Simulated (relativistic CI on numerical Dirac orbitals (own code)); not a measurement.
# Hyperfine structure of Te³⁵⁺, mass number 123

Computed by Dirac-Coulomb-Breit CI, separate exchange-only KLI orbitals for each configuration, a model potential for QED, unscaled Slater integrals (own radial code, finite nucleus).

Configuration list (outside the closed core [Ne]): 3s²3p⁵, 3s3p⁶, 3s²3p⁴3d, 3s3p⁵3d, 3p⁶3d, 3s3p⁴3d², 3s²3p³3d4p, 3p⁶4s, 3s3p⁴3d4s, 3s²3p⁴4s, 3p⁶4p, 3s²3p⁴4p, 3s²3p³3d², 3s²3p²3d³, 3s3p³3d³, 3s²3p²3d²4s, 3s²3p²3d²4p. Double excitations out of closed p, d and f shells are left out; levels of such configurations are missing from the list, as are those of other unlisted configurations, and high levels can miss mixing partners.

Nuclear spin I = 1/2, μ = -0.7358 μN (tables of Stone and Pyykkö). The electronic factors are computed for point nuclear moments, without core polarisation or the Bohr-Weisskopf and QED corrections.

```
         Level  E (cm⁻¹)  A (GHz)
 3s²3p⁵ ²P°3/2         0   -88.29
 3s²3p⁵ ²P°1/2    522040   -558.8
3s²3p⁴3d ⁴D5/2   1211765   -65.95
3s²3p⁴3d ²D3/2   1334963   -47.18
3s²3p⁴3d ⁴F9/2   1341949   -49.77
```

Levels with J = 0, under 50 % of one LS term, or S terms without an open s electron are left out. Small factors come from cancelling terms and can be off by tens of per cent or more.

At this charge energies of transitions that change n are usually good to better than 1 %, and those within a shell (Δn = 0) to a few per cent.

Task: Give the hyperfine levels of 3s²3p⁵ ²P°1/2 relative to its centre of gravity.

Result: With K = F(F + 1) − I(I + 1) − J(J + 1), E = AK/2: F = 0: 419.1, F = 1: -139.7 GHz.

LS names give the leading component of a level, which can be under half, so a name can repeat, a term be missing and a line seem to break the LS rules.
